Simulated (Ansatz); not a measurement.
`C[SiH2]C(=O)O`, charge 0, multiplicity 1.

Problem. Give a relaxed structure at PBE0-D4/def2-TZVP (Ansatz 0.2.0). (Estimate.)

Solution. Ansatz gave: 
Cartesian coordinates in Å:
```
C 0.4432 1.0672 -1.3202
Si -0.7354 0.0521 -0.3038
C 0.2728 -0.7589 1.1222
O 1.4568 -0.6101 1.2793
O -0.4690 -1.5220 1.9457
H 1.2358 0.4353 -1.7258
H 0.9109 1.8370 -0.7033
H -0.0738 1.5531 -2.1504
H -1.8073 0.8718 0.3185
H -1.3642 -1.0456 -1.0833
H 0.1302 -1.8799 2.6212
```
Point group Cs.
This is one stationary point; other conformers may exist.
